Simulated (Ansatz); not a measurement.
`F[Si@H]1O[C@@H]1Cl` + H₂ → `F[SiH]1CO1` + HCl at 600 K and 1 bar (hydrogenolysis of a C–Cl bond).

Program: Ansatz. Geometries: PBE0-D4/def2-TZVP. ΔE: electronic, gas phase. CBS: MP2 limit from def2 TZ/QZ plus the TZ coupled-cluster correction, frozen cores. This one scheme is used for every species.

```tsv
species	CCSD(T)/CBS energy (Eh)	H − E (kJ/mol)	S (J/(mol·K))
`F[Si@H]1O[C@@H]1Cl`	-963.12176	135.3	388.5
H₂	-1.17544	43.9	150.8
`F[SiH]1CO1`	-503.94479	152.2	347.1
HCl	-460.38127	35.4	207.2
```

H − E and S are ideal-gas, rigid-rotor, harmonic terms from PBE0-D4/def2-TZVP, for one conformer and one mirror image of each species. The MP2-based limit puts H₂ 0.8 mEh under its directly extrapolated value; such offsets cancel only in part. 1 Eh = 2625.50 kJ/mol, R = 8.31446 J/(mol·K).

**Question.** By hand: ΔE, ΔH, ΔS and ΔG.

**Answer.** ΔE = (-503.94479) + (-460.38127) − (-963.12176) − (-1.17544) = -0.02886 Eh = -75.8 kJ/mol. Δ(H − E) = 152.2 + 35.4 − 135.3 − 43.9 = 8.4, so ΔH = -67.4 kJ/mol. ΔS = 347.1 + 207.2 − 388.5 − 150.8 = 15.0 J/(mol·K). ΔG = -67.4 − 600 × (15.0)/1000 = -76.4 kJ/mol.

**Question.** By hand: the equilibrium constant, and the temperature at which ΔG would vanish if ΔH and ΔS stayed fixed.

**Answer.** log₁₀ K = −ΔG/(RT ln 10) = 6.7. ΔH and −TΔS have one sign here, so there is no such temperature.

ΔH outweighs TΔS. A doubt of 5 kJ/mol in ΔE shifts log₁₀ K by 0.4 here. Other conformers and mirror images would add mixing entropy, several J/(mol·K) or more a flexible species. These are equilibria of isolated gas molecules and say nothing of rates. Largest T1 diagnostic: 0.013 (customary marks: 0.02 for closed shells, 0.045 for open ones).
